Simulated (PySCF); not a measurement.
A GIAO shielding run with PySCF 2.14 (density fitting, non-relativistic, gas phase) on `InChI=1S/C2H8BNO/c1-3(5)4-2/h4-5H,1-2H3`:

```
$ OMP_NUM_THREADS=1 python probes_run.py task.json out

{"job": {"kind": "nmr", "xc": "KT3", "basis": "pcSseg-2", "pop": false}, "charge": 0, "multiplicity": 1}
C      1.589647    -0.863757    -0.187318
N      1.001297     0.427921     0.020085
B     -0.363774     0.761692     0.124361
C     -1.510633    -0.329964     0.010747
O     -0.634884     2.096494     0.329960
H      0.803798    -1.625900    -0.281617
H      2.197074    -0.909264    -1.109541
H      2.242059    -1.173086     0.649651
H      1.662241     1.191782     0.107126
H     -1.414532    -1.096597     0.797233
H     -1.462660    -0.861250    -0.954165
H     -2.521693     0.098866     0.095555
H     -1.576492     2.267992     0.392981
```

Hardware: 1 thread of an Arm Neoverse V1, shared host.

Q: How large is the calculation?

A: 40 electrons, 292 basis functions and 754 auxiliary functions.

Q: How long does it take, and how much memory does it need?

A: 56 s of wall time, with 15 SCF cycles; peak memory 0.79 GiB. Times on a shared host scatter by some tens of per cent.

Q: And these other runs on the same molecule and hardware: GIAO shielding at B3LYP/pcSseg-2; GIAO shielding at B97-D/pcSseg-2; GIAO shielding at BLYP/pcSseg-2; GIAO shielding at BP86/pcSseg-2; GIAO shielding at HF/pcSseg-2; GIAO shielding at KT2/pcSseg-2?

A: B3LYP/pcSseg-2: 292 functions, 35 s; B97-D/pcSseg-2: 292 functions, 51 s; BLYP/pcSseg-2: 292 functions, 52 s; BP86/pcSseg-2: 292 functions, 52 s; HF/pcSseg-2: 292 functions, 19 s; KT2/pcSseg-2: 292 functions, 49 s.
